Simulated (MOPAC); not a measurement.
Job for MOPAC: PM3 on CH7ISi (a complex), monomers drawn apart or pushed together.

```
PM3 1SCF PRECISE CHARGE=0 THREADS=1
CH7ISi

Si     0.20331064 1    -1.37407707 1     1.33719304 1
I     -0.54154177 1     0.91006252 1     0.81056812 1
H      0.36378712 1    -2.10872982 1     0.06698413 1
H     -0.82273715 1    -2.01560807 1     2.18061796 1
H      1.48993111 1    -1.29052714 1     2.05362554 1
C     -0.02901996 1    -0.11183139 1     4.59062314 1
H     -0.88664054 1    -0.76758145 1     4.44646334 1
H      0.89028808 1    -0.68944916 1     4.50228491 1
H     -0.04173247 1     0.67217801 1     3.83504577 1
H     -0.07977238 1     0.33769494 1     5.58125005 1
```

Output:

```
*******************************************************************************
 **                                                                           **
 **                              MOPAC v23.2.5                                **
 **                                                                           **
 *******************************************************************************
 ** MOPAC's Digital Object Identifier: https://doi.org/10.5281/zenodo.6511958 **
 **                                                                           **
 ** Please cite the open-source release paper for use of this MOPAC version:  **
 ** J. E. Moussa and J. J. P. Stewart (2026)                                  **
 ** MOPAC: An open-source semiempirical molecular orbital program             **
 ** J. Open Source Softw., 11(119), 8025, https://doi.org/10.21105/joss.08025 **
 *******************************************************************************

                              PM3 CALCULATION RESULTS

 *******************************************************************************
 *  PM3        - The PM3 Hamiltonian to be used
 *
 *
 *
 *                 CHARGE ON SYSTEM = 0
 *
 *
 *
 *  PRECISE    - TIGHTER CRITERIA TO BE USED
 *  1SCF       - DO 1 SCF AND THEN STOP
 *  THREADS=1  - MULTI-THREADING NOT USED
 *  T=         - A TIME OF 172800.0 SECONDS REQUESTED
 *  DUMP=N     - RESTART FILE WRITTEN EVERY 7200.0 SECONDS REQUESTED
 *******************************************************************************
PM3 1SCF PRECISE CHARGE=0 THREADS=1
 CH7ISi

   ATOM   CHEMICAL          X               Y               Z
  NUMBER   SYMBOL      (ANGSTROMS)     (ANGSTROMS)     (ANGSTROMS)

     1      Si          0.20331064  *  -1.37407707  *   1.33719304  *
     2       I         -0.54154177  *   0.91006252  *   0.81056812  *
     3       H          0.36378712  *  -2.10872982  *   0.06698413  *
     4       H         -0.82273715  *  -2.01560807  *   2.18061796  *
     5       H          1.48993111  *  -1.29052714  *   2.05362554  *
     6       C         -0.02901996  *  -0.11183139  *   4.59062314  *
     7       H         -0.88664054  *  -0.76758145  *   4.44646334  *
     8       H          0.89028808  *  -0.68944916  *   4.50228491  *
     9       H         -0.04173247  *   0.67217801  *   3.83504577  *
    10       H         -0.07977238  *   0.33769494  *   5.58125005  *



          CARTESIAN COORDINATES

    NO.       ATOM           X           Y           Z

     1        Si          0.2033     -1.3741      1.3372
     2         I         -0.5415      0.9101      0.8106
     3         H          0.3638     -2.1087      0.0670
     4         H         -0.8227     -2.0156      2.1806
     5         H          1.4899     -1.2905      2.0536
     6         C         -0.0290     -0.1118      4.5906
     7         H         -0.8866     -0.7676      4.4465
     8         H          0.8903     -0.6894      4.5023
     9         H         -0.0417      0.6722      3.8350
    10         H         -0.0798      0.3377      5.5813

  H: (PM3): J. J. P. STEWART, J. COMP. CHEM. 10, 209 (1989).
  C: (PM3): J. J. P. STEWART, J. COMP. CHEM. 10, 209 (1989).
 Si: (PM3): J. J. P. STEWART, J. COMP. CHEM. 10, 209 (1989).
  I: (PM3): J. J. P. STEWART, J. COMP. CHEM. 10, 209 (1989).

           Empirical Formula: C H7 Si I  =    10 atoms



      MOLECULAR POINT GROUP   :   C1


      RHF CALCULATION, NO. OF DOUBLY OCCUPIED LEVELS = 11


 -------------------------------------------------------------------------------
 PM3 1SCF PRECISE CHARGE=0 THREADS=1
 CH7ISi



     1SCF WAS SPECIFIED, SO BFGS WAS NOT USED
     SCF FIELD WAS ACHIEVED


                              PM3 CALCULATION
                                                       MOPAC v23.2.5 Linux




          FINAL HEAT OF FORMATION =         -7.38373 KCAL/MOL =     -30.89352 KJ/MOL


          COSMO AREA              =        144.74 SQUARE ANGSTROMS
          COSMO VOLUME            =        138.26 CUBIC ANGSTROMS

          IONIZATION POTENTIAL    =         10.367113 EV
          HOMO LUMO ENERGIES (EV) =        -10.367 -2.146
          NO. OF FILLED LEVELS    =         11
          MOLECULAR WEIGHT        =        174.0563         POINT GROUP:  C1

          MOLECULAR DIMENSIONS (Angstroms)

            Atom       Atom       Distance
            H    10    H     3     6.04887
            I     2    H     8     3.37740
            H     5    H     4     2.37656


          SCF CALCULATIONS        =          1





   ATOM   CHEMICAL          X               Y               Z
  NUMBER   SYMBOL      (ANGSTROMS)     (ANGSTROMS)     (ANGSTROMS)

     1      Si          0.20331064  *  -1.37407707  *   1.33719304  *
     2       I         -0.54154177  *   0.91006252  *   0.81056812  *
     3       H          0.36378712  *  -2.10872982  *   0.06698413  *
     4       H         -0.82273715  *  -2.01560807  *   2.18061796  *
     5       H          1.48993111  *  -1.29052714  *   2.05362554  *
     6       C         -0.02901996  *  -0.11183139  *   4.59062314  *
     7       H         -0.88664054  *  -0.76758145  *   4.44646334  *
     8       H          0.89028808  *  -0.68944916  *   4.50228491  *
     9       H         -0.04173247  *   0.67217801  *   3.83504577  *
    10       H         -0.07977238  *   0.33769494  *   5.58125005  *

                             CARTESIAN COORDINATES

   1   Si        0.203310640    -1.374077070     1.337193040
   2    I       -0.541541770     0.910062520     0.810568120
   3    H        0.363787120    -2.108729820     0.066984130
   4    H       -0.822737150    -2.015608070     2.180617960
   5    H        1.489931110    -1.290527140     2.053625540
   6    C       -0.029019960    -0.111831390     4.590623140
   7    H       -0.886640540    -0.767581450     4.446463340
   8    H        0.890288080    -0.689449160     4.502284910
   9    H       -0.041732470     0.672178010     3.835045770
  10    H       -0.079772380     0.337694940     5.581250050


           Empirical Formula: C H7 Si I  =    10 atoms



      MOLECULAR POINT GROUP   :   C1


                  EIGENVALUES
 -29.90701 -16.65747 -13.78613 -13.73661 -13.58749 -12.48532 -12.47945 -12.25475
 -11.22775 -10.37909 -10.36711  -2.14558   0.39527   1.71132   1.72205   4.31866
   4.62934   4.64407   4.72847


              NET ATOMIC CHARGES AND DIPOLE CONTRIBUTIONS

  ATOM NO.   TYPE          CHARGE      No. of ELECS.   s-Pop       p-Pop
    1         Si           0.660904        3.3391     0.96130     2.37780
    2          I          -0.355423        7.3554     1.87018     5.48524
    3          H          -0.106305        1.1063     1.10631
    4          H          -0.099407        1.0994     1.09941
    5          H          -0.099475        1.0995     1.09947
    6          C          -0.131950        4.1319     1.11726     3.01469
    7          H           0.030890        0.9691     0.96911
    8          H           0.028249        0.9718     0.97175
    9          H           0.044502        0.9555     0.95550
   10          H           0.028015        0.9720     0.97198
 DIPOLE           X         Y         Z       TOTAL
 POINT-CHG.     1.053    -3.207     0.736     3.455
 HYBRID        -0.068     0.198    -0.029     0.211
 SUM            0.986    -3.010     0.708     3.245


          ATOMIC ORBITAL ELECTRON POPULATIONS

     Atom    s        px        py        pz
    1 Si   0.96130   0.85548   0.65818   0.86414
    2  I   1.87018   1.94847   1.56587   1.97090
    3  H   1.10631
    4  H   1.09941
    5  H   1.09947
    6  C   1.11726   0.99949   1.00798   1.00722
    7  H   0.96911
    8  H   0.97175
    9  H   0.95550
   10  H   0.97198

 **********************
 *                    *
 * JOB ENDED NORMALLY *
 *                    *
 **********************




 == MOPAC DONE ==
```

The run finished.

Cost: around 0.020 core-seconds (rough).
